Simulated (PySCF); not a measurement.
A PySCF script (with the pyscf-properties extension) for the NMR shieldings of 2,6-Difluoropyridine (Fc1cccc(F)n1, C5H3F2N), on a PBE0-D3(BJ)/def2-TZVP geometry:

```python
import basis_set_exchange as bse
import numpy as np
from pyscf import gto, dft
from pyscf.prop import nmr

atoms = """
F    -2.307056   -0.408002    1.413717
C    -1.183852   -0.277811    0.719811
C    -0.673075    0.989620    0.505425
C     0.501742    1.064484   -0.225024
C     1.099773   -0.092624   -0.697101
C     0.460557   -1.281626   -0.395863
F     0.989035   -2.420421   -0.824183
N    -0.648409   -1.392513    0.290816
H    -1.177946    1.862057    0.895374
H     0.953258    2.028366   -0.427044
H     2.015648   -0.087832   -1.270930
"""
names = dict.fromkeys(["F", "C", "N", "H"], "pcSseg-2")
basis = {el: gto.basis.parse(bse.get_basis(n, elements=[el], fmt="nwchem")) for el, n in names.items()}
mol = gto.M(atom=atoms, basis=basis, charge=0, verbose=0)
mf = dft.RKS(mol, xc="GGA_XC_KT3")
mf.grids.level = 2
mf.grids.alignment = dft.numint.BLKSIZE   # the property module wants whole blocks of grid points
mf.conv_tol = 1e-9
mf.kernel()

calc = nmr.RKS(mf)   # GIAO
sigma = calc.kernel()   # uncoupled for a functional without exact exchange
for i, s in enumerate(sigma):   # ppm
    w = np.linalg.eigvalsh((s + s.T) / 2)
    print("%2d %-2s iso %8.1f  s11 %8.1f  s22 %8.1f  s33 %8.1f" % (i, mol.atom_pure_symbol(i), w.mean(), *w))
```

Problem. What does it print?

Solution. 
```
 0 F  iso    227.7  s11    127.8  s22    271.9  s33    283.5
 1 C  iso     18.4  s11    -52.8  s22     37.4  s33     70.6
 2 C  iso     80.8  s11      5.8  s22     70.0  s33    166.5
 3 C  iso     42.9  s11    -60.3  s22     19.3  s33    169.7
 4 C  iso     80.8  s11      5.7  s22     70.0  s33    166.5
 5 C  iso     18.4  s11    -52.8  s22     37.4  s33     70.6
 6 F  iso    227.8  s11    127.9  s22    272.0  s33    283.5
 7 N  iso      0.5  s11   -161.6  s22    -40.6  s33    203.8
 8 H  iso     25.0  s11     22.0  s22     25.6  s33     27.5
 9 H  iso     23.9  s11     21.4  s22     23.8  s33     26.6
10 H  iso     25.0  s11     22.0  s22     25.6  s33     27.5
```

These numbers come from an equivalent density-fitted implementation of the same equations, which agrees with the script to about 0.01 ppm for H and up to a few tenths of a ppm for heavy atoms, so last digits may differ.

Problem. Turn these shieldings into chemical shifts. Scale: ¹⁹F (145.48 ppm) vs CFCl3; ¹³C (183.24 ppm) and ¹H (31.63 ppm) against TMS; ¹⁵N (261.05 ppm) against NH3 (reference shieldings calculated alike).

Solution. Averaging equivalent atoms: F 0/6: -82.3; C 1/5: 164.9; C 3: 140.3; C 2/4: 102.5; N 7: 260.5; H 9: 7.72; H 8/10: 6.61 ppm. Unscaled 19F shifts against computed CFCl3 carry errors that often reach 10 to 50 ppm. Experimental scales use liquid or dissolved standards, which lie at an offset from isolated NH3 (liquid NH3: subtract about 20 ppm). Unscaled 15N shifts of sp2 nitrogen come out 20 to 40 ppm too high even then.

Size and cost of the density-fitted run: 330 basis functions, 58 s wall time on 1 thread of an AMD EPYC 9R14, shared host; peak memory 1.1 GiB.
